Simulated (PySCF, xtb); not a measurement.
3-silyloxypropanenitrile (C3H7NOSi), SMILES N#CCCO[SiH3].

GFN2-xTB in xtb at its own geometry gives an orbital gap of 5.60 eV and a dipole moment of 2.81 D.

Geometry optimised at B3LYP-D3(BJ)/def2-SVP. Other conformers were not sampled.

Q: What does ωB97X/def2-TZVP (PySCF) give? (An estimate is asked for; the answer gives what the named calculation found.)

A: gap 13.00 eV (levels -11.12 and 1.88 eV), dipole 3.55 D.
